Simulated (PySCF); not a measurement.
Species: C₇H₁₃S (charge +1).
SMILES with atom numbers: `[CH3:1][S:2][C@@H:3]1[CH2:4][CH2:5][C+:6]([CH3:7])[CH2:8]1` (hydrogens: H9, H10, H11 on C1; H12 on C3; H13, H14 on C4; H15, H16 on C5; H17, H18, H19 on C7; H20, H21 on C8)

Method: PBE0-D3(BJ)/def2-SVP geometry optimisation, gas phase in PySCF.

Problem. What internal coordinates does the optimisation give?

Solution. 
```csv
bond,length (bohr)
C1–S2,3.382
S2–C3,3.528
C3–C4,2.875
C4–C5,2.920
C5–C6,2.882
C6–C7,2.822
C6–C8,2.917
C3–C8,2.904
"C1–H9, C1–H10, C1–H11",2.076
C3–H12,2.072
C4–H13,2.080
C4–H14,2.077
C5–H15,2.079
C5–H16,2.082
"C7–H17, C7–H18, C7–H19",2.079
C8–H20,2.080
C8–H21,2.080
```

Bonds in one row agree within 0.02 bohr and their mean is given. A selection of angles:
```csv
angle,degrees
C1–S2–C3,111.5
S2–C3–C4,104.9
S2–C3–C8,85.3
C4–C3–C8,103.2
C3–C4–C5,101.3
C4–C5–C6,102.5
C5–C6–C7,120.2
C5–C6–C8,102.7
C7–C6–C8,123.2
C3–C8–C6,89.7
```

Torsions: C1–S2–C3–C4 -42° (synclinal); S2–C3–C4–C5 -49° (synclinal); C3–C4–C5–C6 -1° (synperiplanar); C4–C5–C6–C7 -178° (antiperiplanar); C5–C6–C8–C3 58° (synclinal); S2–C3–C8–C6 45° (synclinal).

The 5-membered ring C3–C4–C5–C6–C8 has internal angles of 89.7° to 103.2°; it is puckered, 0.28 Å rms from its mean plane, widest ring torsion 59°. The C–C distances run from 1.493 Å (C6–C7, drawn single) to 1.545 Å (C4–C5, drawn single), a spread of 0.052 Å. C6 (formal carbocation centre) is pyramidal (angles 123.2°, 120.2° and 102.7°, sum 346.1°, 0.33 Å off the plane of its three neighbours). The C–S distances run from 1.790 Å (C1–S2, drawn single) to 1.867 Å (S2–C3, drawn single), a spread of 0.077 Å. Of the pairs four or more bonds apart, S2···C7 is among the closest relative to their van der Waals radii: 2.93 Å, 84 % of the sum of Bondi's values.

Point group: C1 (no symmetry element, even within 0.4 Å). Whether it is a minimum is left open (no frequencies).

The run took about 9 min of CPU time (one thread, shared machine). These figures are those of the optimisation.

One conformer stands for the species.
